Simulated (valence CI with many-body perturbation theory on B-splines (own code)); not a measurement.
# Hf22+: magnetic and hyperfine properties of the levels

Calculated by relativistic CI+MBPT: four valence electrons over a frozen Dirac-Fock core [Kr] 4d10, radial functions for each j: 7 s, 7 p, 7 d, 7 f, 4 g, 2 h, with the one-electron correlation potential Σ1 (screened to all orders), the two-electron term Σ2, the three-electron term Σ3, Breit, model QED; selected single and double excitations, second order for the rest, scaled by the run's own slope (own B-spline code, finite nucleus).

No measured spectrum was set against this ion. As an estimate, terms of the open shell hold to a few per cent of their energy, and close levels can change places.

A/g_I is the dipole constant over the nuclear g factor μ/I (μ in nuclear magnetons, uniformly magnetised nucleus), B/Q the quadrupole constant per barn. Both hold the static response of the core; the bare values leave it out. Large factors of s and p1/2 electrons are usually good to 5 to 10 %; those of open d and f shells near neutrality can be off by tens of per cent, and small factors of p3/2, d and f electrons come from cancelling terms and can be off by a factor of two or in sign, in half-filled shells by more. B is blank for J = 1/2, where it vanishes, and for nearly pure S terms. Energies count from the lowest level. Levels with J = 0 are left out.

Names give the largest LS component (configuration and term), which can be under half, so a name can repeat, a term be missing and a line seem to break the LS rules; names also repeat where a configuration has a term twice. Letters in brackets count levels of one name in rising energy.

| Level | E (eV) | g | A/g_I (MHz) | A/g_I bare | B/Q (MHz/b) | B/Q bare |
| --- | --- | --- | --- | --- | --- | --- |
| 4f4 5I_4 | 0.000 | 0.630 | 3820 | 3390 | -1680 | -1460 |
| 4f4 5I_5 | 1.345 | 0.907 | 2700 | 2650 | -1470 | -1300 |
| 4f4 5I_6 | 2.553 | 1.060 | 2120 | 2290 | -1300 | -1170 |
| 4f4 5I_7 | 3.594 | 1.146 | 1840 | 2150 | -1050 | -963 |
| 4f4 5F_2 | 4.113 | 0.983 | 2940 | 3090 | 1980 | 1740 |
| 4f4 5F_1 | 4.458 | 0.094 | 6960 | 5920 | 555 | 484 |
| 4f4 5I_8 | 4.504 | 1.198 | 1700 | 2090 | -713 | -693 |
| 4f4 3G_4 [a] | 4.896 | 1.042 | 2510 | 2710 | -2580 | -2270 |
| 4f4 5F_3 | 5.198 | 1.177 | 1770 | 2130 | 115 | 86.8 |
| 4f4 5S_2 | 5.608 | 1.650 | -231 | 774 | -560 | -518 |
| 4f4 5G_2 | 5.727 | 0.624 | 3930 | 3500 | -1040 | -895 |
| 4f4 5G_3 | 6.036 | 0.910 | 2820 | 2800 | 612 | 556 |
| 4f4 3K_6 [a] | 6.047 | 0.876 | 2800 | 2720 | 405 | 374 |
| 4f4 3L_7 | 6.510 | 0.970 | 2470 | 2510 | 1760 | 1530 |
| 4f4 5F_5 [a] | 6.519 | 1.246 | 1410 | 1850 | -755 | -714 |
| 4f4 5F_4 | 6.626 | 1.215 | 1420 | 1800 | 1860 | 1620 |
| 4f4 3M_8 | 7.078 | 1.023 | 2290 | 2420 | 3260 | 2810 |
| 4f4 5G_4 | 7.826 | 1.049 | 2200 | 2370 | -548 | -472 |
| 4f4 5F_5 [b] | 7.952 | 1.243 | 1260 | 1670 | 1950 | 1680 |
| 4f4 3D_2 [a] | 8.060 | 1.167 | 1650 | 1970 | 1440 | 1280 |
| 4f4 3G_3 [a] | 8.110 | 0.858 | 2850 | 2730 | -1790 | -1560 |
| 4f4 3P_1 [a] | 8.714 | 1.032 | 2660 | 2870 | -140 | -130 |
| 4f4 1D_2 [a] | 9.036 | 1.021 | 1780 | 1820 | -697 | -635 |
| 4f4 5G_5 | 9.079 | 1.154 | 1810 | 2130 | -632 | -563 |
| 4f4 3L_8 | 9.180 | 0.996 | 2360 | 2450 | 3030 | 2650 |
| 4f4 3K_7 [a] | 9.223 | 0.957 | 2330 | 2330 | 1240 | 1100 |
| 4f4 5G_6 | 9.229 | 1.250 | 1300 | 1730 | -696 | -664 |
| 4f4 3M_9 | 9.330 | 1.053 | 2150 | 2320 | 5180 | 4500 |
| 4f4 3D_3 [a] | 9.465 | 1.261 | 983 | 1390 | 1050 | 909 |
| 4f4 3F_4 [a] | 9.474 | 1.196 | 1490 | 1840 | -2010 | -1790 |
| 4f4 3I_5 [a] | 9.533 | 0.916 | 2530 | 2480 | 777 | 664 |
| 4f4 3K_8 [a] | 9.659 | 1.031 | 2080 | 2190 | 2700 | 2340 |
| 4f4 3H_6 [a] | 10.093 | 1.156 | 1820 | 2150 | -224 | -217 |
| 4f4 3F_2 [a] | 10.205 | 0.717 | 4220 | 4020 | 781 | 709 |
| 4f4 5D_1 | 10.343 | 1.493 | -532 | 103 | 1250 | 1090 |
| 4f4 3G_4 [b] | 10.379 | 1.046 | 2100 | 2240 | -1200 | -1060 |
| 4f4 3I_7 [a] | 10.923 | 1.103 | 2030 | 2280 | 863 | 742 |
| 4f4 3I_6 [a] | 10.925 | 1.086 | 2020 | 2230 | -597 | -531 |

(1) Take the isotope of mass number 177, with I = 7/2, μ = 0.791 μN and Q = 3.37 b. What is the hyperfine structure of 4f4 5I_7?

Results:

(1) From the table A = 416 MHz, B = -3530 MHz. Shifts from the centre of gravity in MHz: F = 7/2: -13000, F = 9/2: -10500, F = 11/2: -7550, F = 13/2: -4320, F = 15/2: -888, F = 17/2: 2620, F = 19/2: 6080, F = 21/2: 9310.
